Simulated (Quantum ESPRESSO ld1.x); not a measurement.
The cobalt ion Co7+, 20 electrons, occupied as [Ar] 4s2 (not the ground configuration). Calculated with ld1.x of Quantum ESPRESSO 7.5: scalar-relativistic Kohn-Sham, PBE, spin-unpolarised, spherical densities, point nucleus. Some entries of the table are withheld. Estimate them.

orbital  occ.  eigenvalue (hartree)  <r> (bohr)  r(max) (bohr)
1s          2             -285.6856     0.05621          0.037
2s          2              -39.9502      0.2550          0.214
2p          6              -35.1968      0.2246            (1)
3s          2                   (2)      0.7111          0.639
3p          6                   (3)         (4)          0.639
4s          2               -3.6506       1.603           1.53

Answer. 
(1) 2p r(max) (bohr): 0.172
(2) 3s eigenvalue (hartree): -9.6771
(3) 3p eigenvalue (hartree): -8.2598
(4) 3p <r> (bohr): 0.7206
